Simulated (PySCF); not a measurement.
**Technetium: highly charged ions in a basis for the neutral atom**

Tc⁵⁺ [Kr] 4d2, Tc⁶⁺ [Kr] 4d1. Computed with PySCF 2.14 in aug-cc-pVDZ-PP with ECP28MDF (5s5p4d2f, 54 functions), with a scalar-relativistic core potential. No spin-orbit coupling, so a gap to NIST mixes the basis error with missing relativistic terms.

Changed run: basis of the neutral atom used for a highly charged ion. This setting is unsound on purpose.

```tsv
species	method	sound run (hartree)	changed run (hartree)	converged
Tc⁵⁺	UHF	not run	-74.45302	yes
Tc⁵⁺	LDA	not run	-74.60997	yes
Tc⁵⁺	M06-L	not run	-74.92017	yes
Tc⁶⁺	UHF	not run	-71.78901	yes
Tc⁶⁺	LDA	not run	-71.92795	yes
Tc⁶⁺	M06-L	not run	-72.23367	yes
```

Ionisation energy of Tc⁵⁺:

| method | changed run (eV) | NIST (eV) |
| --- | --- | --- |
| UHF | 72.491 | 72 ± 2 |
| LDA | 72.981 | 72 ± 2 |
| M06-L | 73.103 | 72 ± 2 |

The contracted functions were made for the neutral atom and can be too rigid for a highly charged ion.
